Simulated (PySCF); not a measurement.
## Correlation energy of Be (beryllium, neutral)

[He] 2p2, high-spin 3P determinant (an excited configuration). All numbers are calculated (PySCF 2.14, no relativity, point nucleus, in aug-cc-pCVTZ). Frozen: 1s2; 2 electrons correlated.

With two correlated electrons CCSD is exact within the correlated space (frozen core and kept virtual orbitals).

| level | correlation energy (mhartree) |
| --- | --- |
| CCSD | -9.15 |

Diagnostics: T1 = 0.0028, D1 = 0.0039, largest double amplitude 0.061.

Cost of the coupled-cluster step: roughly 2.3 core-seconds, for 2 correlated electrons.

Iterations:

```
CC2 = 0
CCSD nocc = (np.int64(2), np.int64(0)), nmo = (58, 58)
frozen orbitals [[0], [0]]
max_cycle = 100
direct = 0
conv_tol = 1e-08
conv_tol_normt = 1e-06
diis_space = 8
diis_start_cycle = 0
Init t2, MP2 energy = -0.00605306626015562
Init E_corr(UCCSD) = -0.00605306626056139
cycle = 1  E_corr(UCCSD) = -0.00797934756100133  dE = -0.0019262813  norm(t1,t2) = 0.0258739
cycle = 2  E_corr(UCCSD) = -0.00867476555312452  dE = -0.000695417992  norm(t1,t2) = 0.0107393
cycle = 3  E_corr(UCCSD) = -0.00915071427956333  dE = -0.000475948726  norm(t1,t2) = 0.00481525
cycle = 4  E_corr(UCCSD) = -0.00914582617768847  dE = 4.88810187e-06  norm(t1,t2) = 0.000785583
cycle = 5  E_corr(UCCSD) = -0.00914722853001774  dE = -1.40235233e-06  norm(t1,t2) = 0.000104624
cycle = 6  E_corr(UCCSD) = -0.00914667249484011  dE = 5.56035178e-07  norm(t1,t2) = 1.56857e-05
cycle = 7  E_corr(UCCSD) = -0.00914689736566388  dE = -2.24870824e-07  norm(t1,t2) = 3.06798e-06
cycle = 8  E_corr(UCCSD) = -0.0091468518174599  dE = 4.5548204e-08  norm(t1,t2) = 4.42091e-07
cycle = 9  E_corr(UCCSD) = -0.00914685203038729  dE = -2.12927393e-10  norm(t1,t2) = 4.44473e-08
UCCSD converged
E(UCCSD) = -14.34515554588893  E_corr = -0.009146852030387292
```
